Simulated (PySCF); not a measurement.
An unknown is described by computed data only.

Formula: C3H6BF3.

* Couplings: largest of the computed one-bond spin–spin couplings (means over like bonds): 19F–13C -338.3 (×3), 11B–1H +135.4, 13C–1H +124.5 (×3), 13C–1H +122.7 (×2), 13C–13C +65.6, 13C–11B +52.2, 13C–11B +47.9 Hz [B3LYP/pcJ-1, spin–dipole term left out for some pairs]
* NMR, other nuclei: isotropic shieldings of nuclei other than C and H, by class: 13 (1 B), 254 (3 F) ppm [GIAO PBE0/pcSseg-1]
* 13C NMR: chemical shifts (computed TMS as zero) by class: 132.6 (1 C), 39.6 (1 C), 15.9 (1 C) ppm [GIAO PBE0/pcSseg-1]
* Rotational structure: rotational constants A, B, C: 5.077, 1.398, 1.379 GHz [PBE0-D3(BJ)/def2-SVP]
* 1H NMR: chemical shifts (computed TMS as zero) by class: 7.69 (1 H), 2.13 (2 H), 1.16 (3 H) ppm [GIAO PBE0/pcSseg-1]
* Triplet: lowest triplet excitation (Tamm–Dancoff): 5.42 eV [TDA PBE0/def2-SVPD]
* Polarisability: 54.1 au [PBE0/def2-SVPD]
* UV, first state: lowest singlet excitation: 6.12 eV (202 nm, f = 0.001) [TDDFT PBE0/def2-SVPD]

Gas-phase values; electronic properties from PySCF, density fitting. Levels stand in brackets. One conformer (not necessarily the lowest) at the PBE0-D3(BJ)/def2-SVP geometry, without solvent, vibrations or thermal averaging. NMR classes are plain means over equivalent atoms (diastereotopic ones count apart unless rotation or inversion swaps them), as if these changed places fast.

Task: Propose a structure and show how it fits.

Result: Numbering: `[CH3:1][BH:2][CH2:3][C:4]([F:5])([F:6])[F:7]`. 3 carbons fall into 3 classes; from least to most shielded: CF3 carbon [C4] (132.6 ppm), sp3 carbon bound to boron [C3] (39.6 ppm), sp3 carbon bound to boron [C1] (15.9 ppm). Hydrogen classes from least to most shielded: 1 H on a three-coordinate boron, B2 (7.69 ppm), 2 H on an sp3 carbon bound to boron, C3 (2.13 ppm), 3 H on an sp3 carbon bound to boron, C1 (1.16 ppm). The other shieldings belong to: 13 ppm, three-coordinate boron [B2]; 254 ppm, fluorine of a CF3 group [F5/F6/F7]. The couplings run between: -338.3 Hz, fluorine of a CF3 group [F5] and CF3 carbon [C4] (with 2 like pairs); +135.4 Hz, three-coordinate boron [B2] and its hydrogen; +124.5 Hz, sp3 carbon bound to boron [C1] and its hydrogen (with 2 like pairs); +122.7 Hz, sp3 carbon bound to boron [C3] and its hydrogen (with 1 like pair); +65.6 Hz, sp3 carbon bound to boron [C3] and CF3 carbon [C4]; +52.2 Hz, sp3 carbon bound to boron [C1] and three-coordinate boron [B2]; +47.9 Hz, sp3 carbon bound to boron [C3] and three-coordinate boron [B2]. S1 is mainly HOMO→LUMO (weight 0.98); the largest Löwdin shares of the orbital it empties are 0.33 on the three-coordinate boron, 0.25 on the B–H hydrogen, 0.14 on an sp3 carbon bound to boron and 0.13 on an sp3 carbon bound to boron, of the orbital it fills 0.50 on the three-coordinate boron, 0.14 on an sp3 carbon bound to boron, 0.13 on an sp3 carbon bound to boron and 0.09 on the B–H hydrogen. By its constants the optimised geometry is a nearly prolate symmetric top. Structure: `C(F)(F)(F)CBC`. Computed isomers that give other values at the same levels: `CB(C)C(F)(F)F` (rotational constant A: 3.237 GHz; this holds for the one conformer computed). The assignments are read from this structure; whether some other isomer fits the data as well wasn't checked.

The values belong to the conformer `[CH3:1][BH:2][CH2:3][C:4]([F:5])([F:6])[F:7]`: C1–B2–C3–C4 -175°, B2–C3–C4–F5 179°.
